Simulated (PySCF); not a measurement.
Compound: C6H6BF.
Z-matrix (Å and degrees, PBE0-D3(BJ)/def2-SVP geometry), rows numbered from 1:
```
B 
C   1  1.5364
C   2  1.4113  1  121.29
C   3  1.3887  2  121.80  1  -179.79
C   4  1.3927  3  118.39  2     0.06
F   5  1.3271  4  118.96  3   179.82
C   5  1.3927  4  122.17  3    -0.17
C   7  1.3885  5  118.38  4     0.14
H   1  1.2102  2  120.33  3     0.26
H   1  1.2102  2  120.23  3  -179.90
H   3  1.0932  2  118.97  1     0.15
H   4  1.0915  3  122.30  2   179.99
H   7  1.0915  5  119.26  4  -179.89
H   8  1.0931  2  118.96  1    -0.20
```

Level: PBE0/pcSseg-1 and CAM-B3LYP/def2-SVPD in PySCF, non-relativistic, on one gas-phase PBE0-D3(BJ)/def2-SVP geometry that isn't relaxed in the solvent. The solvent is an IEF-PCM continuum (cavity from Bondi-type radii × 1.2). Only the electrostatic response of the medium enters.

Gas phase at PBE0/pcSseg-1: HOMO -7.68 eV, LUMO -2.08 eV, dipole 0.44 D.

Problem. What does the continuum do to the energy, the frontier levels and the dipole at PBE0/pcSseg-1 in tetrahydrofuran and acetone?

Solution. 
| solvent | ε | E(solvent) − E(gas) (kcal/mol) | polarisation term (kcal/mol) | distortion of the solute (kcal/mol) | HOMO (eV) | LUMO (eV) | dipole (D) |
| --- | --- | --- | --- | --- | --- | --- | --- |
| tetrahydrofuran | 7.426 | -2.06 | -2.24 | 0.18 | -7.62 | -2.04 | 0.59 |
| acetone | 20.49 | -2.39 | -2.63 | 0.24 | -7.62 | -2.04 | 0.61 |

The polarisation term is half the interaction of the solute with the surface charges that it induces; the rest is the cost of distorting the solute's density. The sum is the electrostatic part of solvation alone. From tetrahydrofuran to acetone the lowering changes by a factor 1.16, Onsager's factor (ε − 1)/(2ε + 1) by 1.15 and ε itself by 2.8.

Problem. Which Hirshfeld charges (PBE0/pcSseg-1) respond most in acetone (means over atoms taken as equivalent)?

Solution. 
```
  atoms                  environment  gas (e)  solvent (e)  change
H12/H13            aromatic hydrogen   +0.058       +0.067  +0.009
     F6                aryl fluorine   -0.069       -0.075  -0.006
H11/H14            aromatic hydrogen   +0.057       +0.063  +0.006
     C2  substituted aromatic carbon   -0.087       -0.092  -0.005
     B1       three-coordinate boron   +0.121       +0.117  -0.004
 H9/H10                 B–H hydrogen   -0.063       -0.066  -0.003
```

Problem. How do the nuclear quadrupole coupling constants eQVzz/h respond in acetone?

Solution. 
| nucleus | Q (barn) | gas (MHz) | solvent (MHz) | η gas | η solvent |
| --- | --- | --- | --- | --- | --- |
| 11B at B1 | 0.04059 | 5.53 | 5.50 | 0.03 | 0.04 |

Gas phase at CAM-B3LYP/def2-SVPD: HOMO -8.86 eV, LUMO -1.03 eV, dipole 0.21 D.

Problem. What does the continuum do to the energy, the frontier levels and the dipole at CAM-B3LYP/def2-SVPD in tetrahydrofuran and acetone?

Solution. 
```tsv
solvent	ε	E(solvent) − E(gas) (kcal/mol)	polarisation term (kcal/mol)	distortion of the solute (kcal/mol)	HOMO (eV)	LUMO (eV)	dipole (D)
tetrahydrofuran	7.426	-2.01	-2.22	0.21	-8.78	-0.96	0.30
acetone	20.49	-2.33	-2.61	0.28	-8.77	-0.96	0.31
```

Problem. How does the static polarisability (CAM-B3LYP/def2-SVPD, frozen core, with the continuum's full static response) change?

Solution. 
```csv
medium,isotropic (au),principal values (au),⟨r²⟩ of the electrons (bohr²)
gas,85.3,"50.0, 89.4, 116.6",937.0
tetrahydrofuran,111.9,"63.9, 119.5, 152.5",937.0
acetone,117.1,"67.4, 125.4, 158.5",937.0
```

The isotropic value in acetone is 1.37 times the gas-phase one; no cavity-field correction is applied. ⟨r²⟩ is taken about the centre of nuclear charge.
